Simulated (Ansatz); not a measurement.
Start from `[F][AlH][F]` and change one atom or group to get `[OH][Al]([F])[F]`.

Ansatz, PBE0-D4/def2-TZVP geometries, multiplicity 1. Each molecule was computed in one conformer, which needn't be the lowest.

```json
{"property": "HOMO energy (B3LYP/def2-TZVPP) / eV", "`[F][AlH][F]`": "-9.93"}
{"property": "size of the dipole moment (PBE/def2-TZVPP) / D", "`[F][AlH][F]`": "1.28"}
{"property": "HOMO energy (PBE0/def2-TZVPP) / eV", "`[F][AlH][F]`": "-10.12"}
{"property": "HOMO–LUMO gap (B3LYP/def2-TZVPP) / eV", "`[F][AlH][F]`": "8.77"}
{"property": "size of the dipole moment (B3LYP/def2-TZVPP) / D", "`[F][AlH][F]`": "1.35"}
{"property": "zero-point energy (PBE0-D4/def2-TZVP) / kJ/mol", "`[F][AlH][F]`": "30.8"}
```

**Question.** What does the change do to each property? (Estimate.)

**Answer.** Computed: 
| property | `[OH][Al]([F])[F]` | shift |
| --- | --- | --- |
| HOMO energy (B3LYP/def2-TZVPP) / eV | -9.67 | 0.26 |
| size of the dipole moment (PBE/def2-TZVPP) / D | 1.92 | 0.64 |
| HOMO energy (PBE0/def2-TZVPP) / eV | -9.95 | 0.17 |
| HOMO–LUMO gap (B3LYP/def2-TZVPP) / eV | 8.20 | -0.57 |
| size of the dipole moment (B3LYP/def2-TZVPP) / D | 1.96 | 0.61 |
| zero-point energy (PBE0-D4/def2-TZVP) / kJ/mol | 49.9 | 19.1 |

With PBE0 the HOMO rises by 0.17 eV and the LUMO falls by 0.21 eV, so the gap narrows by about 0.38 eV. PBE moves the HOMO by 0.45 eV and ωB97M-V by -0.03 eV. The zero-point energy changes by 19.1 kJ/mol with +3 modes. Dipoles are sizes alone; their direction can turn.

B3LYP here is the variant with VWN-RPA as its local correlation; programs differ in this.
